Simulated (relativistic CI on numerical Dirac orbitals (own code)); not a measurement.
## Forbidden transitions in Hg VII

Calculated at this level of theory: Dirac-Coulomb-Breit CI, orbitals from a KLI potential per configuration, QED by a radiative potential, valence Slater integrals scaled by 0.9, P86 correlation estimate, and configurations built on the next ion tied to the tabulated ionisation energy (semi-empirical) (own radial code, finite nucleus).

Configurations in the expansion (outside the closed core [Kr] 4d10 4f14): 5s2 5p6 5d6, 5s2 5p6 5d5 6s, 5s2 5p6 5d5 6p, 5s2 5p6 5d5 6d, 5s2 5p6 5d5 7s, 5s2 5p6 5d5 5f, 5s2 5p6 5d5 6f, 5s2 5p5 5d7, 5s2 5p6 5d5 5g, 5s2 5p6 5d4 6s2, 5s2 5p6 5d4 5f2, 5s2 5p6 5d4 6s 6p, 5s2 5p6 5d5 7p, 5s2 5p4 5d8, 5s2 5p6 5d5 7d, 5s2 5p6 5d4 6p2, 5s2 5p6 5d4 5f 6s, 5s 5p6 5d7, 5s2 5p6 5d5 7f, 5s2 5p5 5d6 6s, 5s2 5p6 5d4 5g 6s, 5s 5p6 5d6 5f. Levels of other configurations are missing.

```csv
λ vac (Å),Lower,Upper,Type,A (s⁻¹),E lower (eV),E upper (eV)
2219.1,5s2 5p6 5d6 5D_4 [1],5s2 5p6 5d6 3D_3 [17],M1,3.77e+01,0.0000,5.5871
2353.4,5s2 5p6 5d6 5D_4 [1],5s2 5p6 5d6 3G_4 [16],M1,2.71e+01,0.0000,5.2683
2474.1,5s2 5p6 5d6 5D_4 [1],5s2 5p6 5d6 3H_4 [14],M1,1.38e+01,0.0000,5.0113
2727.6,5s2 5p6 5d6 5D_3 [3],5s2 5p6 5d6 3G_3 [20],M1,2.72e+01,1.4238,5.9694
2902.9,5s2 5p6 5d6 5D_2 [2],5s2 5p6 5d6 3D_2 [15],M1,3.75e+01,0.8008,5.0719
2978.0,5s2 5p6 5d6 5D_3 [3],5s2 5p6 5d6 3D_3 [17],M1,6.27e+01,1.4238,5.5871
3189.2,5s2 5p6 5d6 5D_4 [1],5s2 5p6 5d6 3F_3 [10],M1,5.38e+01,0.0000,3.8877
3378.1,5s2 5p6 5d6 1G_4 [6],5s2 5p6 5d6 3F_3 [21],M1,4.42e+01,2.5806,6.2508
3582.3,5s2 5p6 5d6 5D_4 [1],5s2 5p6 5d6 3G_5 [7],M1,1.46e+01,0.0000,3.4610
3755.6,5s2 5p6 5d6 5D_0 [4],5s2 5p6 5d6 3D_1 [13],M1,5.22e+01,1.6683,4.9696
3895.3,5s2 5p6 5d6 5D_2 [2],5s2 5p6 5d6 3F_2 [11],M1,3.57e+01,0.8008,3.9837
4123.9,5s2 5p6 5d6 1G_4 [6],5s2 5p6 5d6 3D_3 [17],M1,3.67e+01,2.5806,5.5871
4140.2,5s2 5p6 5d6 5D_2 [9],5s2 5p6 5d6 3P_1 [23],M1,6.55e+01,3.6664,6.6610
4152.4,5s2 5p6 5d6 3G_5 [7],5s2 5p6 5d6 1I_6 [22],M1,2.66e+01,3.4610,6.4469
4326.8,5s2 5p6 5d6 5D_2 [2],5s2 5p6 5d6 5D_2 [9],M1,3.38e+01,0.8008,3.6664
4346.6,5s2 5p6 5d6 3H_6 [8],5s2 5p6 5d6 1I_6 [22],M1,5.89e+01,3.5944,6.4469
4456.2,5s2 5p6 5d6 5D_1 [5],5s2 5p6 5d6 1S_0 [12],M1,3.16e+02,1.8478,4.6301
4613.0,5s2 5p6 5d6 1G_4 [6],5s2 5p6 5d6 3G_4 [16],M1,5.01e+01,2.5806,5.2683
4804.5,5s2 5p6 5d6 5D_4 [1],5s2 5p6 5d6 1G_4 [6],M1,1.03e+02,0.0000,2.5806
4843.2,5s2 5p6 5d6 5D_3 [3],5s2 5p6 5d6 3F_2 [11],M1,9.58e+01,1.4238,3.9837
5032.0,5s2 5p6 5d6 5D_3 [3],5s2 5p6 5d6 3F_3 [10],M1,2.34e+01,1.4238,3.8877
5100.7,5s2 5p6 5d6 1G_4 [6],5s2 5p6 5d6 3H_4 [14],M1,1.06e+02,2.5806,5.0113
5528.6,5s2 5p6 5d6 5D_3 [3],5s2 5p6 5d6 5D_2 [9],M1,1.15e+02,1.4238,3.6664
5619.3,5s2 5p6 5d6 3G_5 [7],5s2 5p6 5d6 3H_5 [19],M1,3.12e+01,3.4610,5.6674
5956.0,5s2 5p6 5d6 3F_3 [10],5s2 5p6 5d6 3G_3 [20],M1,2.98e+01,3.8877,5.9694
5980.9,5s2 5p6 5d6 3H_6 [8],5s2 5p6 5d6 3H_5 [19],M1,5.54e+01,3.5944,5.6674
6455.0,5s2 5p6 5d6 5D_2 [9],5s2 5p6 5d6 3D_3 [17],M1,3.47e+01,3.6664,5.5871
6817.8,5s2 5p6 5d6 5D_1 [5],5s2 5p6 5d6 5D_2 [9],M1,4.26e+01,1.8478,3.6664
6860.4,5s2 5p6 5d6 3G_5 [7],5s2 5p6 5d6 3G_4 [16],M1,3.72e+01,3.4610,5.2683
8708.2,5s2 5p6 5d6 5D_4 [1],5s2 5p6 5d6 5D_3 [3],M1,4.40e+01,0.0000,1.4238
```

Terms are leading LS components. Brackets give the number of a level in order of energy, since labels repeat. The list gives strong lines, with weight on those to low levels, without configurations that were not tied to measured data, among the lowest 300 of 8589 levels, so that lines to higher ones, which can be the strongest, are missing. Levels whose partners in the same complex of configurations lie outside the list can be far off, and so can their lines. Rates are taken at the computed energies, electric ones in the length gauge.

Configurations that consist of the next ion and one excited electron were tied to the tabulated ionisation energy; Rydberg ones are usually within 1,000 to 3,000 cm⁻¹ and the lowest ones within about 6,000 (9,000 in d shells), while levels on excited terms of the next ion carry the error of that term, and the other configurations can be misplaced by 10,000 cm⁻¹ or more. Rates follow the energies as ν³ (E1, M1) or ν⁵ (E2), so rates, branching and lifetimes can be off by large factors. Levels and lines within the n = 5 or 6 shells can be off by up to 10 % or somewhat more, and those that change n by about 2 %, since core polarisation is missing.

LS names give the leading component of a level, which can be under half, so a name can repeat, a term be missing and a line seem to break the LS rules.
